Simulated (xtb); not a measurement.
Harmonic IR lines of one isomer of C2H2N2, unscaled. All values below come from GFN2-xTB (xtb).

wavenumber (cm⁻¹): 773 (vw), 813 (w), 915 (w), 1052 (vw), 1167 (m), 1614 (w), 2042 (vs)

Problem. Identify which structure gives these lines.
A) `N=C=C=N`
B) `[H]/N=c1\cn1`
C) `C=NC#N`

Solution. B, `[H]/N=c1\cn1`
